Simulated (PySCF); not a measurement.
C3H9FOSi, SMILES C[Si@@H](COC)F.

The structure is a stationary point at TPSSh-D3(BJ)/def2-SVP. The structure was generated by enumeration; whether it is a known compound was not checked. One conformer was computed; it need not be the lowest.

Level of theory: PBE/def2-TZVP (PySCF).

Computed frontier levels, gap, dipole moment and polarisability:
```json
{
  "highest_occupied_level": "-6.08 eV",
  "lowest_empty_level": "-0.04 eV",
  "orbital_gap": "6.04 eV",
  "dipole_moment": "2.20 D",
  "quadrupole, principal values (traceless, Buckingham form, about the centre of nuclear charge)": "-5.31, -0.80, 6.11 D·Å",
  "mean_static_polarisability": "69.5 bohr³ (10.30 Å³)",
  "polarisability_principal_values": "60.3, 68.5, 79.9 bohr³"
}
```
